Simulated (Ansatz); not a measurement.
A made-up structure of BGeH4F, singlet:

```
7
angstrom
B -1.0037 0.2514 -0.7228
Ge 0.6467 -0.0836 0.4497
F 0.7518 -1.7827 0.8614
H -1.7374 -0.6351 -1.0334
H 0.8523 -2.5616 1.3211
H 0.5979 0.6515 1.8034
H 1.9782 0.2380 -0.2566
```

It is relaxed with PBE-D4/def2-SVP and then PBE0-D4/def2-TZVP (Ansatz 0.2.0). Atoms count as bonded within 1.22 times the sum of their covalent radii (H–H: 0.88 Å). The end point is not checked to be a true minimum.

(1) Does its bonding change? (Judge from chemistry; the calculation decides.)

Answers

(1) By the calculation: Yes. Formed: none; broken: Ge2–F3.

Where it ends: The first stage lowers the energy by 2.66 eV in 68 steps. It ends as a complex of BGeH₃ ([BH][GeH2]) + HF:
B1  (-0.697, -0.296, -0.309)
Ge2  (0.789, 0.621, 0.391)
F3  (0.451, -2.916, 0.939)
H4  (-1.708, -0.545, -0.865)
H5  (0.260, -2.045, 0.638)
H6  (0.844, 0.857, 1.898)
H7  (2.147, 0.402, -0.269)
(Å)

Labels in which every atom is bracketed show which atoms are joined, not bond orders.

For scale, one of the runs: PBE0-D4/def2-TZVP relaxation, 134 basis functions, launched by `ansatz run in.yaml --threads 2 --pin off --events-out ev --progress --plain --max-ram 4352MiB`. Hardware: 2 CPU threads of an Arm Neoverse V2, shared host. Wall time about 28 s.
